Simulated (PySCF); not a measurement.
## Telling isomers of C8H7FS apart by NMR

PySCF 2.14 calculation with shieldings: GIAO PBE0/pcSseg-1 and geometry: PBE0-D3(BJ)/def2-SVP; rapidly exchanging positions averaged, in vacuum, no relativistic terms, single conformer.

Referencing at the same level of theory: $^{1}$H, $^{13}$C against TMS. Splittings of carbon signals by F and P are missing where no couplings were computed. Where no couplings were computed, multiplicities follow the n + 1 count of equivalent neighbours, and m marks all less simple cases (inequivalent or close neighbours, rings, F or P nearby). Shifts are as computed. Against solution values, carbons near 30 ppm lie about +2 ppm off and those near 130 ppm about +5 ppm; carbons on S a further +3 ppm. Of 1211 compounds with measured shifts, 218 miss one by over three times the rms of a fit or turn the order of signals round; such compounds aren't used in these exercises. OH and NH positions are gas-phase values without hydrogen bonding to other molecules.

(1) Tabulate the signals of `C=Cc1ccc(S)c(F)c1`, `F[C@H]1CSc2ccccc21` and their relative energies.

(2) What is the quickest way to tell C=Cc1ccc(S)c(F)c1 from F[C@H]1CSc2ccccc21?

## Answers

(1) 
```json
{"SMILES": "C=Cc1ccc(S)c(F)c1", "carbon types": "3×C 4×CH 1×CH2", "δC": "163.5, 143.1, 138.6, 132.4, 130.9, 129.2, 119.1, 113.3", "δH": "7.51 (m, 1H), 7.20 (m, 1H), 6.84 (d, 1H), 6.52 (m, 1H), 6.08 (m, 1H), 5.55 (m, 1H), 4.51 (br s, 1H)", "E rel. (kcal/mol)": "18.7"}
{"SMILES": "F[C@H]1CSc2ccccc21", "carbon types": "2×C 5×CH 1×CH2", "δC": "147.0, 141.7, 135.1, 130.0, 129.7, 128.3, 99.2, 43.0", "δH": "7.51 (m, 1H), 7.35 (m, 1H), 7.27 (m, 1H), 7.22 (m, 1H), 6.05 (m, 1H), 3.42 (m, 1H), 3.12 (m, 1H)", "E rel. (kcal/mol)": "0.0"}
```

Energies are electronic energies at PBE0/pcSseg-1 on these geometries, without zero-point or thermal terms, each for the one conformer computed, which needn't be the lowest.

(2) Both give the same number of carbon signals, but DEPT or the intensities differ. The first has a terminal =CH2 carbon at 119.1 ppm, the second an sp3 CH2 bonded to S at 43.0 ppm. Their most deshielded carbons lie at 163.5 and 147.0 ppm.
